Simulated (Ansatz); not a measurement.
C2H8Sn, SMILES `C[CH2][SnH3]`, relaxed with RKS PBE-D4/def2-SVP in the Gaussian-basis code of Ansatz from a rough embedded geometry. The force threshold is 0.03 eV/Å; the program also tests the step.

Total charge 0; spin multiplicity 1. Sn takes the def2 core potential.

Start:

```xyz
11

C    -0.905   -1.089   -0.150
C     0.495   -0.655   -0.204
Sn    0.579    1.406    0.265
H    -1.377   -0.919    0.838
H    -1.551   -0.585   -0.912
H    -0.996   -2.224   -0.408
H     1.101   -1.188    0.529
H     0.893   -0.773   -1.238
H    -0.093    1.706    1.915
H    -0.382    2.343   -0.869
H     2.237    1.978    0.235
```

**Question.** How much energy does the relaxation release, and in how many steps? (Estimate.)

**Answer.** Computed: 22.37 kJ/mol, in 5 steps, 1 of them rejected.

**Question.** Which bonds change most? (An estimate is asked.)

**Answer.** Computed: Sn3–H9 from 1.807 to 1.731 Å; C2–Sn3 from 2.115 to 2.184 Å; C1–C2 from 1.466 to 1.529 Å; C1–H6 from 1.168 to 1.112 Å.

**Question.** Give the relaxed structure. (Best estimate.)

**Answer.** Computed: 
```xyz
11

C    -0.971   -1.178   -0.175
C     0.456   -0.628   -0.198
Sn    0.609    1.496    0.288
H    -1.445   -1.069    0.823
H    -1.629   -0.665   -0.907
H    -0.991   -2.261   -0.426
H     1.107   -1.162    0.526
H     0.923   -0.757   -1.197
H    -0.016    1.789    1.876
H    -0.306    2.436   -0.844
H     2.265    1.999    0.232
```
